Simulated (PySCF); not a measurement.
**EPR parameters of C5H11OS**

Species: C5H11OS (doublet state).
Structure used (GFN2-xTB), in Å, numbered top down from 1:
```xyz
18
C5H11OS angstrom
C      2.218    0.600   -0.593
O      1.745   -0.057    0.554
C      1.143   -1.313    0.277
C     -0.197   -1.219   -0.354
C     -1.210   -0.273    0.155
C     -1.764    0.620   -0.961
S     -3.075    1.739   -0.364
H      2.979   -0.001   -1.108
H      1.409    0.816   -1.301
H      2.664    1.533   -0.254
H      1.816   -1.926   -0.341
H      1.069   -1.784    1.271
H     -0.451   -1.882   -1.162
H     -2.061   -0.815    0.588
H     -0.764    0.346    0.937
H     -2.236    0.020   -1.739
H     -0.979    1.230   -1.408
H     -2.317    2.373    0.529
```

The hyperfine couplings belong to this conformer and change with its torsions.

Identity: `[CH](CCS)COC` [radical].

The calculation used UKS B3LYP, pcH-1 on C H O S, non-relativistic, mean-field spin-orbit, GIAO in PySCF. Geometry: GFN2-xTB, one conformer, isolated molecule. Couplings are sensitive to structure, and on GFN2-xTB geometries they can be far from those on DFT ones. Stability of the SCF solution: not tested.

| Property | Result |
| --- | --- |
| g1, g2, g3 | 2.00218, 2.00280, 2.00336 |
| g_iso | 2.00278 |
| Form of g | rhombic: the two nearest values differ by 47 % of g3 − g1 |
| ⟨S²⟩ | 0.7538 (exact 0.7500) |
| α and β electrons | 33, 32 |
| Total energy | -670.52135 Eh |

Isotropic coupling and dipolar principal values T1 to T3, in G (MHz turned into gauss with g_iso; 10 G = 1 mT):

| atom | isotope | a_iso | of which spin–orbit | T1 | T2 | T3 | Mulliken spin population |
| --- | --- | --- | --- | --- | --- | --- | --- |
| C1 | 13C | 0.2 | 0.0 | -0.6 | 0.1 | 0.5 | 0.01 |
| O2 | 17O | -9.7 | 0.0 | -3.2 | 1.5 | 1.7 | 0.02 |
| C3 | 13C | -11.5 | 0.0 | -0.8 | -0.3 | 1.1 | -0.07 |
| C4 | 13C | 31.3 | 0.0 | -28.3 | -28.2 | 56.5 | 1.02 |
| C5 | 13C | -10.7 | 0.0 | -0.8 | 0.0 | 0.8 | -0.08 |
| C6 | 13C | 24.5 | 0.0 | -1.2 | -1.0 | 2.2 | 0.03 |
| S7 | 33S | -0.3 | 0.0 | -0.5 | -0.5 | 1.0 | 0.01 |
| H8 | 1H | -0.2 | 0.0 | -0.6 | -0.6 | 1.2 | 0.00 |
| H9 | 1H | -0.1 | 0.0 | -1.8 | -1.1 | 2.9 | 0.00 |
| H10 | 1H | -0.3 | 0.0 | -0.6 | -0.4 | 1.0 | 0.00 |
| H11 | 1H | 6.2 | 0.0 | -2.1 | -1.4 | 3.5 | 0.01 |
| H12 | 1H | 43.5 | 0.0 | -2.3 | -0.8 | 3.0 | 0.05 |
| H13 | 1H | -22.2 | 0.0 | -13.6 | 0.0 | 13.6 | -0.04 |
| H14 | 1H | 42.1 | 0.0 | -2.0 | -1.1 | 3.1 | 0.05 |
| H15 | 1H | 1.6 | 0.0 | -1.7 | -1.4 | 3.2 | 0.00 |
| H16 | 1H | -0.7 | 0.0 | -1.4 | -0.9 | 2.3 | 0.00 |
| H17 | 1H | -1.1 | 0.0 | -1.7 | -0.8 | 2.5 | 0.00 |
| H18 | 1H | 0.1 | 0.0 | -0.4 | -0.3 | 0.7 | 0.00 |

The Mulliken spin populations are largest on C4 (+1.02), C5 (-0.08) and C3 (-0.07). C4 is the only atom above +0.15. The angles at C4 add up to 359.9°, so it is planar; its axial dipolar tensor and the negative coupling of its proton fit spin in a p orbital normal to that plane.

Axes: g2 points within 13° of the C4–C5 bond.

Under fast tumbling the dipolar parts average out, and these isotropic splittings remain: 2 × 1H (H11/H12, I = 1/2, 3 lines) with 2.48 mT, 1 × 1H (H13, I = 1/2, 2 lines) with 2.22 mT, 2 × 1H (H14/H15, I = 1/2, 3 lines) with 2.18 mT and 2 × 1H (H16/H17, I = 1/2, 3 lines) with 0.09 mT.

Means are taken over nuclei equivalent by connectivity, which assumes that they swap fast. The 1H value of +61.2 MHz is a mean of couplings from 4.4 to 118.0 MHz in this one geometry, not an average over conformers. The 1H value of +69.6 MHz is a mean of couplings from 17.3 to 121.8 MHz in this one geometry, not an average over conformers.

The 17O coupling of O2 (-27.3 MHz) shows only in satellite lines or after enrichment, since that isotope makes up about 0.038 % of natural oxygen.

The 13C coupling of C4 (87.7 MHz) shows only in satellite lines or after enrichment, since that isotope makes up about 1.07 % of natural carbon.
